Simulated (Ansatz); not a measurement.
This singlet lies 1.85 eV below the relaxed triplet at the level frozen-core CCSD(T)/cc-pVTZ // B3LYP-D3(BJ)/def2-TZVP (Ansatz, an electronic-structure program).

Species: H2GeO, SMILES `[OH][GeH]` (lower singlet; H–O–Ge–H torsion 0°) (charge 0, multiplicity 1).

Problem. Give a relaxed geometry from B3LYP-D3(BJ)/def2-TZVP (Ansatz).

Solution. This is not unique; one that fits is the end point of this relaxation, one of several conformers (outside a Z-matrix the atoms follow the SMILES, hydrogens last).
Z-matrix (Å, degrees):
```
O
H 1 0.9632
Ge 1 1.8008 2 115.07
H 3 1.6230 1 95.83 2 0.00
```
